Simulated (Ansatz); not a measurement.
One change: `ClC(Cl)Br` becomes `C[SiH2]C(Cl)Cl`.

Ansatz, PBE0-D4/def2-TZVP geometries, multiplicity 1. Each molecule was computed in one conformer, which needn't be the lowest.

Scalar relativity is left out up to krypton.

```
                                          property  `ClC(Cl)Br`
               HOMO energy (B3LYP/def2-TZVPP) / eV        -8.18
size of the dipole moment (ωB97M-V/def2-TZVPP) / D         1.02
               HOMO–LUMO gap (PBE/def2-TZVPP) / eV         4.82
    size of the dipole moment (PBE/def2-TZVPP) / D         0.97
             HOMO–LUMO gap (B3LYP/def2-TZVPP) / eV         6.64
           HOMO–LUMO gap (ωB97M-V/def2-TZVPP) / eV        11.58
```

Give the same properties after the change, and the shifts. (An estimate is asked.)

The calculation gave: 
| property | `C[SiH2]C(Cl)Cl` | shift |
| --- | --- | --- |
| HOMO energy (B3LYP/def2-TZVPP) / eV | -7.85 | 0.33 |
| size of the dipole moment (ωB97M-V/def2-TZVPP) / D | 1.42 | 0.40 |
| HOMO–LUMO gap (PBE/def2-TZVPP) / eV | 5.40 | 0.58 |
| size of the dipole moment (PBE/def2-TZVPP) / D | 1.31 | 0.34 |
| HOMO–LUMO gap (B3LYP/def2-TZVPP) / eV | 7.30 | 0.66 |
| HOMO–LUMO gap (ωB97M-V/def2-TZVPP) / eV | 11.93 | 0.35 |

With PBE0 the HOMO rises by 0.39 eV and the LUMO rises by 0.97 eV, so the gap widens by about 0.58 eV. PBE moves the HOMO by 0.37 eV and ωB97M-V by 0.38 eV. Dipoles are sizes alone; their direction can turn.

B3LYP here is the variant with VWN-RPA as its local correlation; programs differ in this.

Spin–orbit coupling is left out; it splits and shifts lone-pair levels of the heavy atoms by tenths of an eV.
